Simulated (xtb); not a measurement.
F$_{2}$Sn (SMILES [F][Sn][F]), singlet, geometry from GFN2-xTB (such geometries of metal compounds can be far from the true shape); GFN2-xTB in xtb.

The xtb input:
```
$ xtb mol.xyz --gfn 2 --chrg 0 --uhf 0 --json

# file mol.xyz
3

Sn     0.01449829    -0.00777246     0.34340333
F      0.74067978     1.44200224    -0.95472046
F     -0.82122585    -1.39882190    -0.95307583
```

Problem. Write the output that xtb gives for this input, abridged.

Solution. 
```
   ID    Z sym.   atoms
    1   50 Sn     1
    2    9 F      2, 3

           -------------------------------------------------
          |                Calculation Setup                |
           -------------------------------------------------

           -------------------------------------------------
          |                 G F N 2 - x T B                 |
           -------------------------------------------------

          ...................................................
          :                      SETUP                      :
          :.................................................:
          :  # basis functions                  18          :
          :  # atomic orbitals                  17          :
          :  # shells                            7          :
          :  # electrons                        18          :
          :  max. iterations                   250          :
          :  Hamiltonian                  GFN2-xTB          :
          :  restarted?                      false          :
          :  GBSA solvation                  false          :
          :  PC potential                    false          :
          :  electronic temp.          300.0000000     K    :
          :  accuracy                    1.0000000          :
          :  -> integral cutoff          0.2500000E+02      :
          :  -> integral neglect         0.1000000E-07      :
          :  -> SCF convergence          0.1000000E-05 Eh   :
          :  -> wf. convergence          0.1000000E-03 e    :
          :  Broyden damping             0.4000000          :
          :  net charge                          0          :
          :  unpaired electrons                  0          :
          ...................................................

 iter      E             dE          RMSdq      gap      omega  full diag
   1    -10.6953293 -0.106953E+02  0.444E+01    1.48       0.0  T
   2    -11.2840140 -0.588685E+00  0.200E+01    9.42       1.0  T
   3    -11.6566821 -0.372668E+00  0.826E+00    5.45       1.0  T
   4     -9.7205544  0.193613E+01  0.408E+01    1.25       1.0  T
   5    -11.6937106 -0.197316E+01  0.198E+00    5.37       1.0  T
   6    -11.6670725  0.266380E-01  0.478E+00    5.87       1.0  T
   7    -11.6822209 -0.151483E-01  0.247E+00    5.51       1.0  T
   8    -11.6865867 -0.436583E-02  0.236E+00    5.44       1.0  T
   9    -11.6902595 -0.367279E-02  0.203E+00    5.35       1.0  T
[...]
         :: total energy             -11.700431403931 Eh    ::
[...]
        12                         -0.2203524              -5.9961
        13                         -0.1957790              -5.3274
        14                         -0.1921569              -5.2289
        15                         -0.1625864              -4.4242
        16                         -0.0311073              -0.8465
        17                          0.2248681               6.1190
      -------------------------------------------------------------
                  HL-Gap            0.1769469 Eh            4.8150 eV
             Fermi-level           -0.3641613 Eh           -9.9093 eV

     #   Z          covCN         q      C6AA      α(0)
     1  50 Sn       1.386     0.679   444.364    45.761
     2   9 F        0.693    -0.339    12.793     4.223
     3   9 F        0.693    -0.339    12.793     4.223

 Mol. C6AA /au·bohr⁶  :        758.924027
 Mol. C8AA /au·bohr⁸  :      68854.340402
 Mol. α(0) /au        :         54.206685

Wiberg/Mayer (AO) data.
largest (>0.10) Wiberg bond orders for each atom

 ---------------------------------------------------------------------------
     #   Z sym  total        # sym  WBO       # sym  WBO       # sym  WBO
 ---------------------------------------------------------------------------
     1  50 Sn   2.324 --     3 F    1.162     2 F    1.162
     2   9 F    1.183 --     1 Sn   1.162
     3   9 F    1.183 --     1 Sn   1.162
 ---------------------------------------------------------------------------

Topologies differ in total number of bonds
Writing topology from bond orders to xtbtopo.mol

molecular dipole:
                 x           y           z       tot (Debye)
 q only:        0.070      -0.038       1.664
   full:        0.112      -0.060       2.657       6.762
molecular quadrupole (traceless):
                xx          xy          yy          xz          yz          zz
 q only:        1.923      -4.029      -3.190      -0.119       0.069       1.266
  q+dip:        1.484      -4.310      -3.985      -0.055       0.035       2.501
   full:        4.046      -7.574      -5.566      -0.279       0.160       1.520

           -------------------------------------------------
          | TOTAL ENERGY              -11.700431403931 Eh   |
          | GRADIENT NORM               0.000109451969 Eh/α |
          | HOMO-LUMO GAP               4.814970458125 eV   |
           -------------------------------------------------

normal termination of xtb
```
